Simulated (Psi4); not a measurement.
Psi4 input (wB97X-D/6-31G*):

```
memory 1500 MB

molecule {
1 2
C     2.29263600   -0.79574900    0.15765200
C     0.99140400   -0.94871500   -0.63956200
Si   -0.41401400    0.14181200   -0.03652300
N     0.14337200    1.76561300   -0.21832000
N    -1.81720400   -0.41987100   -0.86941200
N    -0.86237900    0.06588100    1.62050400
H     3.07891100   -1.45560600   -0.21619800
H     2.13482300   -1.03648000    1.21139700
H     2.66668900    0.22857600    0.11448100
H     1.17772100   -0.73568100   -1.69927800
H     0.64999000   -1.98775300   -0.60235300
H    -0.41656400    2.53677700    0.11053300
H     0.69012400    2.03277300   -1.02146000
H    -1.74355400   -0.77630700   -1.80898400
H    -2.71249500    0.01883200   -0.71884400
H    -1.39211500   -0.71391700    1.97329300
H    -0.28809200    0.48884100    2.33079200
symmetry c1
no_reorient
no_com
}

set {
  basis 6-31G*
  reference uks
  scf_type pk
  dft_radial_points 99
  dft_spherical_points 590
  e_convergence 1e-8
  d_convergence 1e-7
  maxiter 150
}

e = energy('wb97x-d')
print_out(f'\nFINAL {e:.10f} DIPOLE {variable("CURRENT DIPOLE")[0]:.6f} {variable("CURRENT DIPOLE")[1]:.6f} {variable("CURRENT DIPOLE")[2]:.6f}\n')
```

Output:

```
   => Loading Basis Set <=

    Name: 6-31G*
    Role: ORBITAL
    Keyword: BASIS
    atoms 1-2  entry C          line   111 file 6-31gs.gbs
    atoms 3    entry SI         line   268 file 6-31gs.gbs
    atoms 4-6  entry N          line   128 file 6-31gs.gbs
    atoms 7-17 entry H          line    44 file 6-31gs.gbs

   => WB97X-D: Empirical Dispersion <=

    Chai and Head-Gordon Dispersion Correction
    Chai, J.-D.; Head-Gordon, M. (2010), J. Chem. Phys., 132: 6615-6620

        s6 =       1.000000

         ---------------------------------------------------------
                                   SCF
               by Justin Turney, Rob Parrish, Andy Simmonett
                          and Daniel G. A. Smith
                              UKS Reference
         ---------------------------------------------------------

  ==> Geometry <==

    Molecular point group: c1
    Full point group: C1

    Geometry (in Angstrom), charge = 1, multiplicity = 2:

       Center              X                  Y                   Z               Mass
    ------------   -----------------  -----------------  -----------------  -----------------
         C            2.292636000000    -0.795749000000     0.157652000000    12.000000000000
         C            0.991404000000    -0.948715000000    -0.639562000000    12.000000000000
         SI          -0.414014000000     0.141812000000    -0.036523000000    27.976926534650
         N            0.143372000000     1.765613000000    -0.218320000000    14.003074004430
         N           -1.817204000000    -0.419871000000    -0.869412000000    14.003074004430
         N           -0.862379000000     0.065881000000     1.620504000000    14.003074004430
         H            3.078911000000    -1.455606000000    -0.216198000000     1.007825032230
         H            2.134823000000    -1.036480000000     1.211397000000     1.007825032230
         H            2.666689000000     0.228576000000     0.114481000000     1.007825032230
         H            1.177721000000    -0.735681000000    -1.699278000000     1.007825032230
         H            0.649990000000    -1.987753000000    -0.602353000000     1.007825032230
         H           -0.416564000000     2.536777000000     0.110533000000     1.007825032230
         H            0.690124000000     2.032773000000    -1.021460000000     1.007825032230
         H           -1.743554000000    -0.776307000000    -1.808984000000     1.007825032230
         H           -2.712495000000     0.018832000000    -0.718844000000     1.007825032230
         H           -1.392115000000    -0.713917000000     1.973293000000     1.007825032230
         H           -0.288092000000     0.488841000000     2.330792000000     1.007825032230

  Running in c1 symmetry.

  Rotational constants: A =      0.11271  B =      0.06807  C =      0.06403 [cm^-1]
  Rotational constants: A =   3379.03844  B =   2040.79604  C =   1919.60923 [MHz]
  Nuclear repulsion =  333.060167777732545

  Charge       = 1
  Multiplicity = 2
  Electrons    = 57
[...]
     111A      2.955746   112A      3.549590   113A      3.658586
     114A      3.724674   115A      4.077459   116A      4.302135

    Beta Occupied:

       1A    -66.499918     2A    -14.722435     3A    -14.591261
       4A    -14.591152     5A    -10.480752     6A    -10.446268
       7A     -5.606847     8A     -3.953712     9A     -3.951255
      10A     -3.950230    11A     -1.196877    12A     -1.109894
      13A     -1.093224    14A     -1.022719    15A     -0.882096
      16A     -0.832133    17A     -0.826135    18A     -0.742351
      19A     -0.728158    20A     -0.701481    21A     -0.689758
      22A     -0.678309    23A     -0.655055    24A     -0.615374
      25A     -0.594436    26A     -0.559096    27A     -0.527693
      28A     -0.482111

    Beta Virtual:

      29A     -0.341273    30A     -0.043073    31A     -0.001635
      32A      0.005489    33A      0.025183    34A      0.031454
      35A      0.046262    36A      0.066032    37A      0.073940
      38A      0.090315    39A      0.095197    40A      0.112847
      41A      0.117561    42A      0.131145    43A      0.142547
      44A      0.150613    45A      0.161486    46A      0.209934
      47A      0.257814    48A      0.314675    49A      0.317626
      50A      0.350398    51A      0.454036    52A      0.497726
      53A      0.511017    54A      0.540669    55A      0.567223
      56A      0.598506    57A      0.625643    58A      0.655355
      59A      0.678954    60A      0.724997    61A      0.744450
      62A      0.753620    63A      0.776804    64A      0.788330
      65A      0.797017    66A      0.817375    67A      0.833055
      68A      0.844812    69A      0.849781    70A      0.863264
      71A      0.868498    72A      0.879873    73A      0.888037
      74A      0.904708    75A      0.917383    76A      0.928885
      77A      0.951935    78A      0.977557    79A      0.998431
      80A      1.022991    81A      1.067328    82A      1.099951
      83A      1.176640    84A      1.266852    85A      1.428521
      86A      1.466707    87A      1.483192    88A      1.526592
      89A      1.630267    90A      1.652988    91A      1.737284
      92A      1.746540    93A      1.840983    94A      1.853625
      95A      1.900556    96A      1.923271    97A      2.007350
      98A      2.073460    99A      2.098093   100A      2.112543
     101A      2.204000   102A      2.229257   103A      2.247747
     104A      2.266708   105A      2.269791   106A      2.328002
     107A      2.340442   108A      2.403413   109A      2.425839
     110A      2.543331   111A      2.954660   112A      3.578973
     113A      3.661611   114A      3.726180   115A      4.085038
     116A      4.309243

    Final Occupation by Irrep:
              A
    DOCC [    28 ]
    SOCC [     1 ]
    NA   [    29 ]
    NB   [    28 ]

  @UKS Final Energy:  -536.25475250142051

   => Energetics <=

    Nuclear Repulsion Energy =            333.0601677777325449
    One-Electron Energy =               -1385.4671236767799201
    Two-Electron Energy =                 555.6470860094535738
    DFT Exchange-Correlation Energy =     -39.4864590941704137
    Empirical Dispersion Energy =          -0.0084235176565339
    VV10 Nonlocal Energy =                  0.0000000000000000
    Total Energy =                       -536.2547525014206258

  UHF NO Occupations:
  HONO-2 :   27  A 1.9995859
  HONO-1 :   28  A 1.9959009
  HONO-0 :   29  A 1.0000000
  LUNO+0 :   30  A 0.0040991
  LUNO+1 :   31  A 0.0004141
  LUNO+2 :   32  A 0.0001630
  LUNO+3 :   33  A 0.0001588

Computation Completed

Properties will be evaluated at   0.000000,   0.000000,   0.000000 [a0]

Properties computed using the SCF density matrix

 Multipole Moments:

 ------------------------------------------------------------------------------------
     Multipole            Electronic (a.u.)      Nuclear  (a.u.)        Total (a.u.)
 ------------------------------------------------------------------------------------

 L = 1.  Multiply by 2.5417464519 to convert [e a0] to [Debye]
 Dipole X            :         -0.5337233            0.0000094           -0.5337138
 Dipole Y            :          0.0208841            0.0000000            0.0208841
 Dipole Z            :          0.7721153            0.0000019            0.7721172
 Magnitude           :                                                    0.9388565

 ------------------------------------------------------------------------------------

FINAL -536.2547525014 DIPOLE -0.533714 0.020884 0.772117

*** Psi4 exiting successfully. Buy a developer a beer!
```

The dipole moment of an ion depends on the origin.

The geometry given is a B3LYP-D3(BJ)/def2-TZVP minimum of the species of charge 0 and multiplicity 1, not of this state.
